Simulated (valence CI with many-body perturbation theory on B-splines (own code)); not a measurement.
# Pb L in brief

Level of theory: configuration interaction combined with many-body perturbation theory (CI+MBPT): five valence electrons over a frozen Dirac-Fock core [Ar] 3d10, radial functions for each j: 9 s, 9 p, 8 d, 6 f, 3 g, 1 h, with the one-electron correlation potential Σ1 (screened to all orders), the two-electron term Σ2, the three-electron term Σ3, Breit, model QED; selected single and double excitations, second order for the rest, scaled by the run's own slope (own B-spline code, finite nucleus).

No measured spectrum was set against this ion. As an estimate, large intervals hold to a few tenths of a per cent, small ones and those within an open d or f shell to about a per cent. Among the levels kept, up to 660 cm⁻¹ of a level comes from second order outside the variational space, and about a tenth of that is noise between levels of different J, which matters for small intervals.

Levels are named by their leading jj configuration (3d3/2^4 stands for four electrons in 3d with j = 3/2), which in mixed levels can hold well under half, so a name can repeat and another be missing.

Rates and lifetimes use the calculated energies. Strong lines usually hold to 10 to 20 %, long lifetimes can be off by a factor of two.

What is the ground level?

(4s^2 4p1/2^2 4p3/2) J=3/2, composition 48 % 4s²4p³ ²P° + 27 % 4s²4p³ ²D° + 25 % 4s²4p³ ⁴S°, g = 1.350.

Name the longest-lived excited levels whose lifetime is computed, and their main decay.

(4s^2 4p1/2 4p3/2 4d5/2) J=9/2 at 382.22 eV lives 817 ns, mostly by E2 to (4s^2 4p1/2^2 4d5/2) J=5/2; (4s^2 4p1/2 4p3/2^2) J=5/2 at 164.70 eV lives 114 ns, mostly by M1 to (4s^2 4p1/2^2 4p3/2) J=3/2; (4s^2 4p1/2 4p3/2^2) J=1/2 at 172.70 eV lives 40.8 ns, mostly by M1 to (4s^2 4p1/2^2 4p3/2) J=3/2.

What are the static dipole polarisabilities of the lowest levels?

(4s^2 4p1/2^2 4p3/2) J=3/2 0.0197 (tensor 0.0012) bohr³, of which the core gives 0.00124.

What is the ionisation energy?

2736.6 eV; NIST lists 2735 ± 4 eV (theoretical).

Among levels below 477.10 eV, which E1 lines absorb most strongly from the ground level?

to (4s^2 4p1/2 4p3/2 4d3/2) J=5/2 at 3.409 nm, f = 0.767; to (4s^2 4p1/2 4p3/2 4d3/2) J=3/2 at 3.391 nm, f = 0.667; to (4s 4p1/2^2 4p3/2^2) J=3/2 at 4.166 nm, f = 0.282.

Where does the other parity begin?

At (4s^2 4p1/2^2 4d3/2) J=3/2, 182.90 eV.

How well does LS coupling describe the low levels?

Among the lowest 20 levels the leading LS term, summed over configurations, holds 54 % on average. For single configurations the figures are 54 % in LS and 96 % in jj coupling. Terms mix most in the J = 5/2 level at 225.30 eV, where the leading one holds 32 %.
